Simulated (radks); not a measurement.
Q: Species: Sn XXXI. Configuration: [Ar] 3d2 (the NIST ground configuration). All-electron calculation, scalar-relativistic Kohn-Sham, BLYP, spin-polarised, spherical densities, finite nucleus; open shells are filled with parallel spins first (spin-orbit coupling, left out, can overturn this in heavy ions); Fermi nuclear charge, rms radius 4.6519 fm. Program: a radial shooting solver on a logarithmic mesh with Libxc functionals. Some entries of the table are withheld. Estimate them.

| orbital | occ. | eigenvalue (eV) | <r> (bohr) | r(max) (bohr) |
|---|---|---|---|---|
| 1s up | 1 | -30450.27 | 0.02906 | 0.01878 |
| 1s down | 1 | -30450.21 | 0.02906 | 0.01878 |
| 2s up | 1 | -5789.980 | 0.1246 | 0.1058 |
| 2s down | 1 | -5783.128 | 0.1245 | 0.1057 |
| 2p up | 3 | -5350.447 | 0.1087 | 0.08470 |
| 2p down | 3 | -5345.285 | 0.1086 | 0.08464 |
| 3s up | 1 | -2045.845 | (1) | 0.2931 |
| 3s down | 1 | -2038.053 | (2) | 0.2934 |
| 3p up | 3 | -1904.860 | (3) | 0.2835 |
| 3p down | 3 | -1896.748 | (4) | 0.2838 |
| 3d up | 2 | -1716.957 | 0.2737 | 0.2287 |
| 3d down | 0 | -1706.926 | 0.2744 | 0.2292 |

A: 
(1) 3s up <r> (bohr): 0.3138
(2) 3s down <r> (bohr): 0.3143
(3) 3p up <r> (bohr): 0.3064
(4) 3p down <r> (bohr): 0.3070
